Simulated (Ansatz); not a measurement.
A basis-limit estimate, worked out

An elementary step of BH₃SF₂, closed shell (BHSF₂ ([F][B]([F])[SH]) + H₂ → BHF₂ ([F][BH][F]) + H₂S; B–S, H–H broken or loosened, B–H, S–H formed or tightened). “Start” and “end” are the PBE0-D4/def2-TZVP structures reached by relaxing down either side of its saddle point, with the molecules still in contact.

Program: Ansatz 0.2.0. Basis: def2-TZVPP and def2-QZVPP. Cores are frozen in the correlated methods.

Energies in eV:

| quantity | end | start |
| --- | --- | --- |
| Hartree–Fock, triple zeta (X = 3) | -16954.68659 | -16954.84952 |
| Hartree–Fock, quadruple zeta (X = 4) | -16955.27564 | -16955.43995 |
| MP2 correlation, X = 3 | -21.52813 | -21.69611 |
| MP2 correlation, X = 4 | -23.47655 | -23.65720 |
| CCSD(T) correlation, X = 3 | -23.07945 | -23.19560 |

Q: Work out the step energy at the basis limit: extrapolate Hartree–Fock as E(X) = E∞ + A exp(−7.88 √X) and the MP2 correlation as E(X) = E∞ + B X^−2.97 (the exponents that Neese and Valeev fitted for def2-TZVPP and QZVPP), then add CCSD(T) − MP2 in triple zeta.

A: Each step is linear, so take the differences first (end − start): Hartree–Fock 0.16293 (X = 3) and 0.16431 (X = 4); MP2 correlation 0.16798 and 0.18065; CCSD(T) correlation 0.11615.
Two points give E∞ = E(4) + w [E(4) − E(3)], with w = 1/(exp(7.88 (2 − √3)) − 1) = 0.1377 for Hartree–Fock and w = 1/((4/3)^2.97 − 1) = 0.7407 for the correlation.
Hartree–Fock: 0.16431 + 0.1377 × 0.00138 = 0.1645 eV.
MP2 correlation: 0.18065 + 0.7407 × 0.01267 = 0.1900 eV.
CCSD(T) − MP2: 0.11615 − 0.16798 = -0.0518 eV.
Sum: 0.1645 + 0.1900 + (-0.0518) = 0.3027 eV, or 6.98 kcal/mol. Plain CCSD(T) in triple zeta gives 0.2791 eV, so the larger basis shifts the result by 0.0236 eV.

No T1 diagnostic of these runs exceeds 0.013.

Labels in which every atom is bracketed show which atoms are joined, not bond orders.

For scale, one of the runs: CCSD(T)/def2-TZVPP, 177 basis functions (an equivalent command: `ansatz run in.yaml --threads 2`). Time: 52 s of wall clock on 2 CPU threads; the host was shared. Peak host memory: 1.7 GiB.
